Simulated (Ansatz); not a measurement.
One change: `FC=C(I)I` becomes `C/C(I)=C\F`.

Ansatz, PBE0-D4/def2-TZVP geometries, multiplicity 1. 

Elements past krypton have def2 core potentials.  Spin–orbit coupling is left out; it splits and shifts lone-pair levels of the heavy atoms by tenths of an eV.

```csv
property,`FC=C(I)I`
HOMO energy (B3LYP/def2-TZVPP) / eV,-6.83
HOMO energy (PBE0/def2-TZVPP) / eV,-7.05
LUMO energy (PBE0/def2-TZVPP) / eV,-1.76
LUMO energy (B3LYP/def2-TZVPP) / eV,-1.99
HOMO–LUMO gap (ωB97M-V/def2-TZVPP) / eV,9.38
LUMO energy (ωB97M-V/def2-TZVPP) / eV,0.24
```

What does the change do to each property? (An estimate is asked.)

Computed: 
```csv
property,`C/C(I)=C\F`,shift
HOMO energy (B3LYP/def2-TZVPP) / eV,-6.69,0.14
HOMO energy (PBE0/def2-TZVPP) / eV,-6.90,0.15
LUMO energy (PBE0/def2-TZVPP) / eV,-0.88,0.88
LUMO energy (B3LYP/def2-TZVPP) / eV,-1.13,0.86
HOMO–LUMO gap (ωB97M-V/def2-TZVPP) / eV,10.14,0.76
LUMO energy (ωB97M-V/def2-TZVPP) / eV,1.11,0.87
```

With PBE0 the HOMO rises by 0.15 eV and the LUMO rises by 0.88 eV, so the gap widens by about 0.73 eV. PBE moves the HOMO by 0.17 eV and ωB97M-V by 0.10 eV. The zero-point energy changes by 100.0 kJ/mol with +9 modes.

Positive LUMOs are unbound, so they and the gaps depend on the basis.

B3LYP here is the variant with VWN-RPA as its local correlation; programs differ in this.
